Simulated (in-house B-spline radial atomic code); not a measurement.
A fraction x of an electron is removed from 3p in the chlorine ion Cl³⁺, starting from [Ne] 3s2 3p2 and keeping the highest spin. Level of theory: non-relativistic CAM-B3LYP, spin-polarised, spherical fractional occupations, point nucleus; calculated with a radial B-spline atomic code at the basis-set limit.

Caution: exact exchange at fractional occupations of open shells leaves self-interaction of up to several eV.

| x | E(x) - E(0) (eV) | 3p up level (eV) |
| --- | --- | --- |
| 0 | 0.0000 | -47.448 |
| 0.12 | 5.7770 | -48.838 |
| 0.17 | 8.2335 | -49.420 |
| 0.31 | 15.2668 | -51.058 |
| 0.4 | 19.9096 | -52.118 |
| 0.5 | 25.1805 | -53.301 |
| 0.58 | 29.4825 | -54.251 |
| 0.63 | 32.2100 | -54.847 |
| 0.77 | 40.0058 | -56.523 |
| 0.88 | 46.2961 | -57.847 |
| 1 | 53.3247 | -59.297 |

The exact functional would give a straight line between the two integer points. Deviations E(x) - E(0) - x[E(1) - E(0)], in eV: -0.622 at x = 0.12, -0.832 at x = 0.17, -1.264 at x = 0.31, -1.42 at x = 0.4, -1.482 at x = 0.5, -1.446 at x = 0.58, -1.385 at x = 0.63, -1.054 at x = 0.77, -0.63 at x = 0.88.

The curve lies below the straight line by up to 1.482 eV (at x = 0.5): convex, the delocalisation error, to which spherically averaged exact exchange adds.

(1) How well does Slater's transition state (minus the level at half occupation) give the ionisation energy?

Answers

(1) It gives 53.301 eV against 53.325 eV from the two total energies; NIST lists 53.24 eV, ground level to ground level. The end point has an open shell averaged over its orbitals, so its exact exchange keeps a self-interaction and this is no true integer point.
